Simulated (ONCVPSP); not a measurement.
## Before and after: ONCV potential for rubidium

```
Element                 : Rb
Generator               : ONCVPSP 4.0.1
Type                    : optimised norm-conserving Vanderbilt (ONCV)
Functional              : LDA (Perdew-Zunger)
Relativity              : scalar-relativistic
Frozen core             : [Ar] 3d10
Valence charge          : 9
Reference configuration : 4s2 4p6 5p1
Partial waves           : 4s: rc 2.35 bohr, ncon 3, nbas 7, qcut 4.7 1/bohr, 1 projector; 4p+5p: rc 2.50 bohr, ncon 4, nbas 9, qcut 6 1/bohr, 2 projectors; d scattering state at 0.37 Ha: rc 2.25 bohr, ncon 3, nbas 7, qcut 3.9 1/bohr, 2 projectors, debl 0.9 Ha
Local potential         : polynomial inside 1.90 bohr (lpopt 5, dvloc0 6 Ha)
Core correction         : Teter function, fcfact 2.75, rcfact 1.25
```

Change: s: rc 3.38.

Cutoffs: the cutoffs (Ha) at which the residual kinetic energy of the hardest occupied pseudo-wave falls to 1 and 0.1 mHa per electron; they do not see the model core or the augmentation charge, which bear on the density cutoff. Errors are all-electron minus pseudo energies relative to the spin-unpolarised reference configuration.

Predict the effect on cutoff, ghosts and configuration errors.

The potential gets neither clearly harder nor softer (7.0 Ha and 8.6 Ha → 7.0 Ha and 8.6 Ha); the p channel sets the loose cutoff, while the largest relative change is in s, which becomes softer; of the 4 tests that both files solve, the error grows in 3 and shrinks in 0 by more than 15 % and 0.3 meV (median size 23.3 → 82.9 meV); neither file shows a bound ghost. More of the atom is replaced by a form fitted at one configuration, so other configurations suffer.

| quantity | base | changed |
| --- | --- | --- |
| cutoff, loose | 7.0 Ha | 7.0 Ha |
| cutoff, tight | 8.6 Ha | 8.6 Ha |
| loose cutoff by channel | s 6.4 Ha, p 7.0 Ha | s 3.7 Ha, p 7.0 Ha |
| bound ghosts | none | none |
| GHOST(+) flags under 300 eV | none | none |
| error for 4s2 4p6 5s1 5p0, meV [ΔE -1.62 eV] | +28 | +100 |
| error for 4s2 4p6 5p0, meV [ΔE 2.66 eV] | -0.1 | -0.1 |
| error for 4s2 4p6 5s0.5 5p0, meV [ΔE 0.04 eV] | +19 | +66 |
| error for 4s2 4p5 5s1 5p0, meV [ΔE 19.62 eV] | +72 | +261 |
| p: phases at 2.54 bohr within 0.05 rad from the reference energy up to (Ha; the scan ends near 5) | 4.6 | 4.6 |
| d: phases at 2.28 bohr within 0.05 rad from the reference energy up to (Ha; the scan ends near 5) | to the end of the scan | to the end of the scan |
| rms error of d²Exc/dni dnj with the model core, mHa | 1.44 | 1.73 |
